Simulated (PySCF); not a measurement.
C₄H₇FO₃S.
Atom-mapped SMILES: `[CH3:1][C@@H:2]1[C@@H:3]([F:4])[CH2:5][O:6][S:7]1(=[O:8])=[O:9]`

Structure used (GFN2-xTB), in Å, numbered top down from 1:
```xyz
16
C4H7FO3S angstrom
C      1.7262    0.3572   -0.7233
C      0.6129    0.3489    0.2980
C      0.0143   -1.0113    0.6134
F      0.3112   -1.3716    1.9125
C     -1.5194   -0.9143    0.4523
O     -1.9063    0.4328    0.5303
S     -0.8331    1.2567   -0.3632
O     -1.0035    0.9054   -1.7373
O     -0.8730    2.6278    0.0049
H      2.0762    1.3751   -0.8753
H      2.5624   -0.2576   -0.3952
H      1.3506   -0.0174   -1.6727
H      0.8836    0.8599    1.2202
H      0.4258   -1.8096   -0.0138
H     -2.0203   -1.4528    1.2588
H     -1.8151   -1.3203   -0.5210
```

NICS = −σ at a ghost point: NICS(0) at the centroid of the ring atoms, NICS(1) 1 Å to either side along the normal of their mean plane, zz for the tensor component along that normal. Level: GIAO PBE0/pcSseg-1 (PySCF, non-relativistic, gas phase) on the GFN2-xTB geometry, one conformer.

Ring bond lengths (Å), with Mayer bond orders in brackets: C2–C3 1.519 (0.93), C3–C5 1.545 (1.01), C5–O6 1.404 (0.90), O6–S7 1.621 (0.89), S7–C2 1.831 (0.87).

**Question.** Give the NICS values of each ring in ppm.

**Answer.** 
```
          ring                                                   type  NICS(0)  NICS(1), two faces  NICS(1)zz, two faces  rms pucker (Å)  centre to ring atoms, mean (Å)
C2–C3–C5–O6–S7  5-membered ring with O and S; formal bonds all single     -6.4         -2.4 / -4.4           -1.6 / -4.0            0.20                            1.32
```

**Question.** What do they say, and how far can they be read as aromaticity?

**Answer.** 
- C2–C3–C5–O6–S7: mean NICS(1)zz -2.8 ppm, near zero. C2, C3, C5, S7 have four or more neighbours, so the value isn't read as a sign of a π ring current.
